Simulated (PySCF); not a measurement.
Compound: C2H11NOSi2.
Numbering: `[CH3:1][CH2:2][O:3][SiH2:4][NH:5][SiH3:6]` (hydrogens: H7, H8, H9 on C1; H10, H11 on C2; H12, H13 on Si4; H14 on N5; H15, H16, H17 on Si6)

Geometry (PBE0-D3(BJ)/def2-SVP, Å), atoms numbered from 1 in this order:
```
atom  x, y, z in Å
C1    -2.2135    0.1479   -1.1637
C2    -1.7194   -0.3986    0.1546
O3    -0.3423   -0.1456    0.2777
Si4    0.6635   -0.6138    1.5161
N5     2.1868   -0.0693    0.9223
Si6    2.4272    0.6787   -0.6411
H7    -2.0352    1.2320   -1.2198
H8    -1.6808   -0.3290   -2.0001
H9    -3.2916   -0.0368   -1.2832
H10   -2.2711    0.0724    0.9910
H11   -1.9170   -1.4867    0.2130
H12    0.5871   -2.0971    1.7175
H13    0.2752    0.0332    2.8104
H14    3.0135   -0.1663    1.5019
H15    1.6954    1.9718   -0.7933
H16    3.8946    0.9557   -0.7365
H17    2.0416   -0.2131   -1.7756
```

Theory: PySCF 2.14.0, density-fitted response routines, TDDFT CAM-B3LYP/def2-SVPD, vertical, gas phase, core orbitals frozen in the response.

Orbital energies (eV): HOMO-3 -10.69, HOMO-2 -10.31, HOMO-1 -9.57, HOMO -8.72, LUMO 1.01, LUMO+1 1.16, LUMO+2 1.72.

Computed singlets:

```tsv
state	E (eV)	f
S1	6.36	0.0069
S2	6.78	0.0063
S3	7.36	0.0006
S4	7.57	0.0008
S5	7.63	0.045
S6	7.85	0.011
S7	7.98	0.013
S8	8.20	0.067
S9	8.30	0.018
S10	8.32	0.028
```

Problem. Which orbital pair leads each of S1 and S2, and how does its energy difference Δε compare with the excitation energy?

Solution. 

```
state  leading configuration  weight  Δε (eV)  E (eV)  E − Δε (eV)       f  other configurations
   S1              HOMO→LUMO    0.93     9.73    6.36        -3.37  0.0069                     –
   S2            HOMO→LUMO+1    0.68     9.88    6.78        -3.11  0.0063           H→L+3 (16%)
```

E − Δε runs from -3.37 to -3.11 eV. Among themselves, these states come in the order of their orbital differences.

H and L stand for HOMO and LUMO. The other states: S3 7.36 eV, f 0.0006, H-1→L (44%), H-1→L+1 (34%); S4 7.57 eV, f 0.0008, H→L+5 (39%), H→L+4 (30%), H→L+2 (12%); S5 7.63 eV, f 0.045, H→L+4 (48%), H→L+5 (11%), H→L+1 (10%); S6 7.85 eV, f 0.011, H-1→L (31%), H-1→L+1 (29%), H→L+2 (20%); S7 7.98 eV, f 0.013, H→L+2 (37%), H→L+5 (31%); S8 8.20 eV, f 0.067, H→L+6 (72%), H→L+8 (11%); S9 8.30 eV, f 0.018, H→L+7 (22%), H→L+9 (20%), H-1→L+2 (13%); S10 8.32 eV, f 0.028, H-2→L+1 (41%), H-2→L (24%), H-3→L (9%).

Problem. Which computed triplets share their leading configuration (75% or more) with a singlet, and how far apart are the partners?

Solution. 

```tsv
configuration	triplet	E(T) (eV)	singlet	E(S) (eV)	E(S) − E(T) (eV)
HOMO→LUMO	T1	6.04	S1	6.36	+0.32
```

The 4 triplets are Tamm–Dancoff values, the singlets full response.

Summed over the main configurations (up to three a state, each over 8%) of all 10 singlets, the electron leaves HOMO with weight 5.41, HOMO-1 with weight 1.52, HOMO-2 with weight 0.65 and HOMO-3 with weight 0.09.

The vertical ionisation energy (ΔSCF) is 9.45 eV, 1.13 eV above S10.

On an Arm Neoverse N1 with one thread, on a shared host, this took 6.4 min of wall time (with the writing of density and orbital grids) and 1.1 GiB of memory at its peak.

One conformer stands for the species.
